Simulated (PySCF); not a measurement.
C₂H₉AlO, singlet (CAM-B3LYP/def2-SVP optimised geometry):

```
13

Al     0.181    -1.769     0.000
H     -0.573    -2.121    -1.363
H      1.779    -1.769     0.000
H     -0.518    -2.179     1.377
C      0.318     1.008     1.059
O     -0.170     0.196     0.000
C     -0.895     0.895    -1.003
H     -0.522     1.496     1.577
H      0.853     0.356     1.760
H      1.009     1.769     0.663
H     -0.250     1.655    -1.472
H     -1.779     1.380    -0.559
H     -1.209     0.158    -1.750
```

Computed with CAM-B3LYP/def2-TZVP (PySCF 2.14.0).

What are the frontier orbital energies and the dipole moment?

HOMO-2 -10.96 eV, HOMO-1 -8.91 eV, HOMO -8.69 eV, LUMO 1.05 eV, LUMO+1 1.86 eV; dipole moment 5.39 D.

On the same geometry PBE/def2-TZVP (PySCF) gives HOMO-2 -7.84 eV, HOMO-1 -6.24 eV, HOMO -6.02 eV, LUMO -0.70 eV, LUMO+1 0.18 eV; dipole moment 5.19 D.

Meta-Löwdin charges at CAM-B3LYP/def2-TZVP: Al1 0.32, H2 -0.19, H3 -0.19, H4 -0.19, C5 -0.11, O6 -0.31, C7 -0.11, H8 0.12, H9 0.15, H10 0.12, H11 0.12, H12 0.12, H13 0.15.
